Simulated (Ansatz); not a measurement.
Basis sets compared for trans-NiH(PF3)2F (NiP2HF7). Charge 0, multiplicity 1. Geometry PBE-D4/def2-SVP. Ansatz on 4 threads of Intel Xeon Platinum 8175M on a shared host; times are rough, and most runs start from earlier orbitals.

```xyz
11

Ni    0.0570    0.0199   -0.0631
H    -0.9368   -0.2446    0.9751
P     1.2953    0.6534    1.4825
F     2.6812   -0.1177    1.6711
F     0.8009    0.6388    3.0014
F     1.8392    2.1537    1.4189
F     1.2884    0.3498   -1.3416
P    -1.3749   -0.6751   -1.4000
F    -1.8599    0.3290   -2.5438
F    -2.8053   -1.1755   -0.8947
F    -0.9850   -1.9316   -2.3058
```

Binding counts from free atoms (Ni triplet, H doublet, P quartet, F doublet) in the same basis, without a counterpoise term.

| level | functions | energy (Eh) | HOMO (eV) | LUMO (eV) | binding per atom (eV) | wall time |
| --- | --- | --- | --- | --- | --- | --- |
| PBE-D4/def2-SVP | 170 | -2888.6055 | -5.74 | -3.17 | 3.87 | 2.3 s |
| PBE0-D4/def2-SVP | 170 | -2888.6108 | -8.10 | -2.14 | 3.50 | 4.2 s |

**Question.** Estimate the rows for PBE-D4/def2-TZVP (with forces), PBE0-D4/def2-TZVP.

**Answer.** 
| level | functions | energy (Eh) | HOMO (eV) | LUMO (eV) | binding per atom (eV) | wall time |
| --- | --- | --- | --- | --- | --- | --- |
| PBE-D4/def2-TZVP (with forces) | 342 | -2890.0040 | -6.34 | -3.55 | 3.90 | 7 s |
| PBE0-D4/def2-TZVP | 342 | -2889.9967 | -8.48 | -2.48 | 3.59 | 16 s |
